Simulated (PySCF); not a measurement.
Estimate the missing entries of this data sheet.

Compound: C5H11FN (charge +1).
SMILES: `C[C@@H]1C[C@H](CF)[NH2+]1`

Conformer (atom-mapped SMILES and torsion angles): `[CH3:1][C@@H:2]1[CH2:3][C@H:4]([CH2:5][F:6])[NH2+:7]1`: C3–C4–C5–F6 -58°.

```json
{"property": "point group of the GFN2-xTB geometry", "level": "GFN2-xTB", "value": "C1"}
{"property": "rotational constants A, B, C of the GFN2-xTB geometry", "level": "GFN2-xTB", "value": "4.341, 1.939, 1.744 GHz"}
{"property": "HOMO energy", "level": "PBE0/def2-SVPD", "value": "?"}
{"property": "LUMO energy", "level": "PBE0/def2-SVPD", "value": "-4.27 eV"}
{"property": "lowest singlet excitation", "level": "TDDFT PBE0/def2-SVPD", "value": "?"}
{"property": "strongest line among the 6 lowest singlet transitions", "level": "TDDFT PBE0/def2-SVPD", "value": "S3 at 9.20 eV (135 nm, f = 0.018)"}
{"property": "lowest triplet excitation (Tamm–Dancoff)", "level": "TDA PBE0/def2-SVPD", "value": "?"}
{"property": "static isotropic polarisability", "level": "PBE0/def2-SVPD", "value": "60.9 au"}
{"property": "electronic spatial extent ⟨r²⟩ about the centre of nuclear charge", "level": "PBE0/def2-SVPD", "value": "777 bohr²"}
{"property": "13C chemical shifts (computed TMS as zero) by class", "level": "GIAO PBE0/pcSseg-1", "value": "?"}
{"property": "1H chemical shifts (computed TMS as zero) by class", "level": "GIAO PBE0/pcSseg-1", "value": "5.28 (1 H), 5.21 (1 H), 5.12 (1 H), 4.89 (1 H), 4.85 (1 H), 4.69 (1 H), 3.10 (1 H), 2.93 (1 H), 1.96 (3 H) ppm"}
{"property": "isotropic shieldings of nuclei other than C and H, by class", "level": "GIAO PBE0/pcSseg-1", "value": "195 (1 N), 439 (1 F) ppm"}
```

Electronic properties: PySCF, gas phase, density fitting. NMR classes are plain means over equivalent atoms (diastereotopic ones count apart unless rotation or inversion swaps them), as if these changed places fast; in this geometry the members of some classes differ.

(1) What is the HOMO energy?

(2) The 13C chemical shifts (computed TMS as zero) by class?

(3) The lowest singlet excitation?

(4) Give the lowest triplet excitation (Tamm–Dancoff).

Results:

(1) -14.05 eV.

(2) 82.7 (1 C), 59.9 (1 C), 59.7 (1 C), 30.5 (1 C), 22.3 (1 C) ppm.

(3) 8.54 eV (145 nm, f = 0.005).

(4) 8.38 eV.

With B = h/(8π²I), that is 505.379 GHz u Å² over I, the principal moments of inertia are 116.4, 260.7 and 289.7 u Å² (most abundant isotopes). The polarisability is 9.03 Å³ as a volume (1 au = 0.148185 Å³), or 1.09 au for each of the 56 electrons. The rotational constants make it an asymmetric top with κ = (2B − A − C)/(A − C) = -0.85, nearer the prolate limit (−1). The vertical singlet–triplet gap S1 − T1 is 0.16 eV (TDDFT singlet less Tamm–Dancoff triplet; S1: HOMO→LUMO, weight 0.97; T1: HOMO→LUMO, weight 0.92). The principal polarisabilities are 56.2, 57.7 and 68.9 au; their mean is the isotropic value. In wavenumbers S1 is 68900 cm⁻¹ (1 eV = 8065.54 cm⁻¹).

One conformer stands for the species.
